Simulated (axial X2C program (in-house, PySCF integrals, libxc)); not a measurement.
TcCN: the levels of the configuration d6 s0 p(π)0

Calculated with an axial X2C code built on PySCF integrals: two-component X2C with atomic mean-field Coulomb and Gaunt terms, basis Tc dyall-v3z, C dyall-v3z, N dyall-av3z (cores contracted in-house). Orbitals come from Hartree–Fock averaged over the configuration Tc d6 s0 p(π)0; CI then distributes these electrons over the d, s, p(π) shells of Tc.

Tc–C–N held linear, bonds 2.159 and 1.160 Å (the second held) (near the minimum of the configuration average).

Lowest levels of this model:

| Ω | energy (cm⁻¹) | g∥ | μ (D) | configuration |
| --- | --- | --- | --- | --- |
| 3 | 0 | 9.90 | -8.91 | 100% d6 |
| 2 | 74 | 5.95 | -8.92 | 100% d6 |
| 1 | 209 | 2.12 | -8.92 | 100% d6 |
| 0 | 328 | 0.00 | -8.93 | 100% d6 |
| 0 | 522 | 0.00 | -8.92 | 100% d6 |
| 1 | 687 | 5.82 | -8.92 | 100% d6 |
| 4 | 1201 | 11.99 | -8.87 | 100% d6 |
| 3 | 1633 | 8.09 | -8.87 | 100% d6 |
| 2 | 1969 | 4.15 | -8.87 | 100% d6 |
| 1 | 2258 | 0.37 | -8.88 | 100% d6 |
| 0 | 2453 | 0.00 | -9.01 | 100% d6 |
| 2 | 2476 | 7.90 | -9.10 | 100% d6 |
| 1 | 2526 | 3.70 | -9.08 | 100% d6 |
| 0 | 2553 | 0.00 | -8.87 | 100% d6 |
| 0 | 2614 | 0.00 | -8.96 | 100% d6 |
| 4 | 11690 | 9.98 | -8.72 | 100% d6 |
| 0 | 12359 | 0.00 | -8.77 | 100% d6 |
| 3 | 12389 | 6.00 | -8.73 | 100% d6 |
| 2 | 12997 | 3.09 | -8.76 | 100% d6 |
| 0 | 13686 | 0.00 | -8.81 | 100% d6 |
| 0 | 13705 | 0.00 | -8.81 | 100% d6 |
| 3 | 13835 | 7.99 | -8.87 | 100% d6 |
| 6 | 15437 | 13.99 | -8.92 | 100% d6 |
| 5 | 15527 | 10.40 | -8.91 | 100% d6 |
| 4 | 15792 | 6.39 | -8.92 | 100% d6 |
| 5 | 16403 | 11.69 | -8.88 | 100% d6 |
| 4 | 16421 | 9.16 | -8.99 | 100% d6 |
| 5 | 18374 | 11.85 | -9.07 | 100% d6 |
| 5 | 21003 | 10.08 | -8.93 | 100% d6 |
| 6 | 23739 | 12.02 | -9.09 | 100% d6 |

g∥ is the magnitude of 2⟨Lz + ge Sz⟩ for the +Ω component. μ is positive if the N end is positive.

**Question.** From Ω and g∥ of the lowest level, whose 2⟨Lz + ge Sz⟩ is positive, find ⟨Sz⟩ and ⟨Lz⟩ (ge = 2.0023).

**Answer.** Ω = ⟨Lz⟩ + ⟨Sz⟩ = 3 and ⟨Lz⟩ + ge⟨Sz⟩ = 4.950, so ⟨Sz⟩ = 1.95 and ⟨Lz⟩ = 1.05.

Occupations of the active spinors in the lowest level by ω, shell by shell in order of energy: -5/2: 0.01; -3/2: 0.73 0.28 0.00; -1/2: 0.98 0.02 0.00 0.00; 1/2: 0.97 0.99 0.00 0.00; 3/2: 0.46 0.57 0.00; 5/2: 1.00. The leading determinant has weight 0.39 among 658.

This point took 2.9 s on 1 thread of Arm Neoverse V1 (shared host).

There is no dynamic correlation: spin–orbit spacings and, for f shells, spacings inside one term are the most reliable numbers, splittings between terms come out too wide, and energies between configurations are not reliable, so the lowest level need not be the ground state of the molecule. For d shells the ligand-field splittings (σ, π, δ) and their order can be off by a thousand cm⁻¹ or more. At most 4 roots were kept for each Ω > 0 (twice that for Ω = 0) within 3.2 eV of the lowest, so higher up levels can be missing between those listed; levels with Ω > 0 are doubly degenerate and listed once, Ω = 0 levels singly. Some active spinors are only partly of the character that their shell is named for, so the shell names and counts are nominal. States that fill the shells left empty in the average are placed too high. The molecule was held linear; bending was not examined.
